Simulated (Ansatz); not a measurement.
The same path of CH₅BS₂ (9 atoms, charge 0, multiplicity 1) was run twice with different band settings. The coordinate that changes most is the dihedral H6–C1–B2–S4.

Computed with RKS PBE0/6-31G in Ansatz 0.2.0.

Relaxed end points:

```xyz
9
Properties=species:S:1:pos:R:3
C 0.105 0.623 -0.707
B -0.069 -0.423 0.444
S 0.700 -2.097 0.405
S -1.010 -0.062 1.986
H 0.963 1.274 -0.478
H 0.303 0.158 -1.679
H -0.770 1.275 -0.816
H 1.283 -2.004 -0.835
H -1.416 1.209 1.662
```

```xyz
9
Properties=species:S:1:pos:R:3
C 0.117 0.623 -0.706
B -0.063 -0.427 0.441
S 0.906 -1.989 0.550
S -1.244 -0.176 1.834
H 0.668 0.233 -1.569
H -0.849 1.000 -1.065
H 0.674 1.491 -0.325
H 1.637 -1.834 -0.602
H -1.757 1.031 1.425
```

Common settings: movable images 5; climbing image yes; spring 5.0 eV/Å²; optimiser quadratic models (default); start path through a guess of the saddle point; force threshold 0.03 eV/Å; end points relaxed.

| run | iteration limit |
| --- | --- |
| 1 | 60 |
| 2 | 6 |

(1) What does each run give, and how far can it be trusted?

Answers

(1) Run 1: converged after 19 iterations, highest image 0.421 eV above the first end. The profile has 2 maxima (images 2, 4) with wells between them (image 3): this band takes more than one step, which may be the mechanism or a detour left from its start path. A vibrational analysis at the climbing image gives one clearly imaginary mode, 384i cm⁻¹: a first-order saddle point.
Run 2: not converged after 6 iterations, highest image 0.731 eV above the first end. The band didn't meet its force threshold, so its energies are provisional: the largest band force was still 0.57 eV/Å, and over the last iterations the top moved between 0.71 and 0.91 eV.
Limits of this set-up: no polarisation functions.
